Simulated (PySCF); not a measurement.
Delta-SCF ions had no search for a lower state. Excitations are Tamm–Dancoff values on a coarser integration grid. The basis has no diffuse functions, so Rydberg states are missing or too high.

Species: C5H5F, SMILES `C#C/C=C(/F)C` (charge 0, multiplicity 1).

Problem. Predict the dipole moment, vertical ionisation energy (Delta-SCF), HOMO–LUMO gap, T1 excitation (TDA) and S1–T1 gap (TDA) from TPSSh-D3(BJ)/def2-TZVP // B3LYP-D3(BJ)/def2-TZVP (PySCF).

Solution. 
```json
{
  "dipole_moment": "1.23 D",
  "vertical ionisation energy (Delta-SCF)": "8.75 eV",
  "HOMO–LUMO gap": "5.12 eV",
  "T1 excitation (TDA)": "3.47 eV",
  "S1–T1 gap (TDA)": "2.16 eV"
}
```
